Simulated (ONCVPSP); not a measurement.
# beryllium: ONCV pseudisation with PBE, scalar-relativistic reference atom.

```
Element                 : beryllium
Generator               : ONCVPSP 4.0.1
Type                    : optimised norm-conserving Vanderbilt (ONCV)
Functional              : PBE
Relativity              : scalar-relativistic
Frozen core             : [He]
Valence charge          : 2
Reference configuration : 2s1.5 (charge +0.5)
Partial waves           : 2s: rc 1.75 bohr, ncon 3, nbas 8, qcut 3 1/bohr, 2 projectors, debl 2 Ha; p scattering state at 0.41 Ha: rc 1.90 bohr, ncon 4, nbas 7, qcut 4.9 1/bohr, 2 projectors, debl 1.5 Ha
Local potential         : polynomial inside 1.75 bohr (lpopt 4, dvloc0 0 Ha)
Core correction         : Teter function, fcfact 1.75, rcfact 1.35
```

In the p channel the program set the typed energies aside and used 0.050, 1.550 Ha.

All-electron outer shells of the reference configuration (PBE, scalar-relativistic, ld1.x):

```csv
shell,level (eV),outermost node (bohr),outermost maximum (bohr)
1s,-111.59,–,0.27
2s,-9.50,0.59,1.97
```

Task: Estimate the cutoffs (Ha) at which the residual kinetic energy of the hardest occupied pseudo-wave falls to 1 and 0.1 mHa per electron.

Result: 5.6 Ha and 54 Ha.

Task: Does the potential have ghost states?

Result: No bound ghost flagged; no localised positive-energy state flagged.

Task: Tests: 2s2; 2s1; 2s1 2p1; 2s0 2p2. Which has the largest error in its energy relative to the reference configuration, and how large is it?

Result: 2s0 2p2, with +22 meV (all-electron minus pseudo) on +3.49 eV.
